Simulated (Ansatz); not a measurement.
The cluster NbO3H. Charge 0, multiplicity 1. Geometry B3LYP-D4/def2-TZVP, basis def2-TZVP, Ansatz.

```xyz
5

Nb    0.442   -0.405    0.027
O     1.606    0.776    0.399
O    -1.245    0.404   -0.410
O    -0.471    0.069   -1.601
H    -0.331   -0.844    1.585
```

```
run  HOMO (eV)  LUMO (eV)
  A      -6.18      -4.27
  B      -7.66      -3.48
  C      -6.42      -4.16
  D      -9.15      -2.75
  E      -7.26      -3.84
```

In the def2 sets Nb takes a core potential; there is no spin–orbit coupling. HSE06 is defined as in plane-wave codes, on full-range PBE exchange. The structure holds one bond between oxygen atoms, so isomers without such links may lie far lower. Another isomer (singlet) lies 4.16 eV lower at PBE0-D4/def2-TZVP; other spin states weren't run for this one.

The runs used CAM-B3LYP, HSE06, PBE, PBE0, r2SCAN. Estimate which is which.

A PBE (0 % exact exchange); B PBE0 (25 % exact exchange); C r2SCAN (0 % exact exchange); D CAM-B3LYP (range-separated); E HSE06 (range-separated). Exact exchange lowers occupied and raises empty levels; among semilocal functionals meta-GGAs tend to open the gap a little, and such runs are hard to tell apart. The gap grows from 1.91 eV (PBE) to 6.40 eV (CAM-B3LYP).
